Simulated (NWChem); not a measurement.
All runs are NWChem calculations. System: BN, charge 0, spin multiplicity 3, at a geometry optimised with UB3LYP/def2-SVP. The structure started from a generated list of species. Its SCF solution wasn't tested for a lower state. Level: UBLYP/def2-QZVP.

Part of the output:

```
             Northwest Computational Chemistry Package (NWChem) 7.3.0
             --------------------------------------------------------

                                NWChem Input Module
                                -------------------

 Scaling coordinates for geometry "geometry" by  1.889725989
 (inverse scale =  0.529177249)

 Turning off AUTOSYM since
 SYMMETRY directive was detected!

                             Geometry "geometry" -> ""
                             -------------------------

 Output coordinates in angstroms (scale by  1.889725989 to convert to a.u.)

  No.       Tag          Charge          X              Y              Z
 ---- ---------------- ---------- -------------- -------------- --------------
    1 B                    5.0000     0.00000000     0.00000000     0.77013200
    2 N                    7.0000     0.00000000     0.00000000    -0.55009400

 Effective nuclear repulsion energy (a.u.)      14.0288130328

            Nuclear Dipole moment (a.u.)
            ----------------------------
        X                 Y               Z
 ---------------- ---------------- ----------------
     0.0000000000     0.0000000000     0.0000037795

      Symmetry information
      --------------------

 Group name             C2v
 Group number             16
 Group order               4
 No. of unique centers     2

      Symmetry unique atoms

     1    2


 Summary of "ao basis" -> "" (spherical)
 ------------------------------------------------------------------------------
       Tag                 Description            Shells   Functions and Types
 ---------------- ------------------------------  ------  ---------------------
 *                         def2-qzvp                  on all atoms

                                 NWChem DFT Module
                                 -----------------

 Summary of "ao basis" -> "ao basis" (spherical)
 ------------------------------------------------------------------------------
       Tag                 Description            Shells   Functions and Types
 ---------------- ------------------------------  ------  ---------------------
 B                         def2-qzvp                17       57   7s4p3d2f1g
 N                         def2-qzvp                17       57   7s4p3d2f1g

 Summary of "ao basis" -> "ao basis" (spherical)
 ------------------------------------------------------------------------------
       Tag                 Description            Shells   Functions and Types
[...]
    12      0.232642  1 B  py                69     -0.212306  2 N  py
    66      0.210440  2 N  py                72     -0.156365  2 N  py
    26      0.036324  1 B  d -1              31      0.034947  1 B  d -1

   alpha - beta orbital overlaps
   -----------------------------

   alpha      1      2      3      4      5      6      7      8      9     10
    beta      1      2      3      4      6      5      7      9      8     10
 overlap   1.000  1.000  1.000  0.973  0.996  1.000  0.967  0.980  0.995  0.984

   alpha     11     12     13     14     15     16     17     18     19     20
    beta     11     13     12     14     16     17     18     15     19     21
 overlap   0.977  0.985  0.995  0.986  0.994  1.000  0.995  1.000  0.989  0.997

   alpha     21     22     23     24     25     26     27     28     29     30
    beta     20     22     24     23     25     26     27     28     29     31
 overlap   0.999  0.992  0.998  0.999  0.996  0.990  1.000  0.995  0.995  0.989

   alpha     31     32     33     34     35     36     37     38     39     40
    beta     30     33     32     36     35     37     34     38     43     40
 overlap   0.990  0.998  0.998  0.989  0.997  0.995  0.987  0.982  0.999  0.743

   alpha     41     42     43     44     45     46     47     48     49     50
    beta     39     41     42     44     46     45     47     49     48     50
 overlap   0.998  0.993  0.744  0.989  0.999  0.999  0.990  1.000  1.000  0.999

   alpha     51     52     53     54     55     56     57     58     59     60
    beta     52     51     54     53     55     57     56     58     59     61
 overlap   1.000  1.000  0.957  1.000  0.957  1.000  1.000  1.000  0.997  1.000

   alpha     61     62     63     64     65     66     67     68     69     70
    beta     60     62     64     63     66     65     68     67     70     69
 overlap   1.000  0.996  0.976  0.948  0.980  0.953  0.917  0.926  0.990  0.989

   alpha     71     72     73     74     75     76     77     78     79     80
    beta     71     74     75     73     72     76     78     77     80     79
 overlap   0.755  0.925  0.843  0.998  0.998  0.774  0.996  0.995  0.999  0.999

   alpha     81     82     83     84     85     86     87     88     89     90
    beta     82     81     83     84     85     87     86     88     90     89
 overlap   0.919  1.000  0.918  0.999  1.000  1.000  1.000  1.000  1.000  1.000

   alpha     91     92     93     94     95     96     97     98     99    100
    beta     92     91     94     93     97     96     95     99     98    101
 overlap   1.000  1.000  0.974  1.000  1.000  0.974  1.000  0.999  1.000  0.995

   alpha    101    102    103    104    105    106    107    108    109    110
    beta    100    103    102    106    104    105    107    109    108    110
 overlap   1.000  0.923  1.000  0.999  0.919  1.000  0.999  1.000  1.000  1.000

   alpha    111    112    113    114
    beta    111    112    113    114
 overlap   1.000  1.000  1.000  1.000

     --------------------------
     Expectation value of S2:
     --------------------------
      <S2> =      2.0028 (Exact =     2.0000)

 center of mass
 --------------
 x =   0.00000000 y =   0.00000000 z =   0.05859914

 moments of inertia (a.u.)
 ------------------
          38.363884665491           0.000000000000           0.000000000000
           0.000000000000          38.363884665491           0.000000000000
           0.000000000000           0.000000000000           0.000000000000

     Multipole analysis of the density
     ---------------------------------

     L   x y z        total         alpha         beta         nuclear
     -   - - -        -----         -----         ----         -------
     0   0 0 0     -0.000000     -7.000000     -5.000000     12.000000

     1   1 0 0     -0.000000     -0.000000     -0.000000      0.000000
     1   0 1 0     -0.000000     -0.000000     -0.000000      0.000000
     1   0 0 1      0.733868     -0.439132      1.172997      0.000004

     2   2 0 0     -7.668928     -5.409023     -2.259905      0.000000
     2   1 1 0      0.000000     -0.000000      0.000000      0.000000
     2   1 0 1      0.000000      0.000000      0.000000      0.000000
     2   0 2 0     -9.089265     -5.375120     -3.714144      0.000000
     2   0 1 1      0.000000     -0.000000      0.000000      0.000000
     2   0 0 2     -9.048467    -17.713753     -9.489078     18.154364

 Task  times  cpu:        5.7s     wall:        5.7s

 Total times  cpu:        5.8s     wall:        5.8s
```

### Question
Write an NWChem input that would produce this output.

### Answer
Several could match; the one computed here: 
```
start mol
memory heap 200 mb stack 900 mb global 1100 mb
geometry units angstroms nocenter noautoz
  B      0.000000     0.000000     0.770132
  N      0.000000     0.000000    -0.550094
  symmetry group C2v
end
basis spherical
  * library def2-qzvp
end
dft
  xc becke88 lyp
  odft
  mult 3
  semidirect memsize 60000000 filesize 0
  iterations 100
end
task dft energy
```
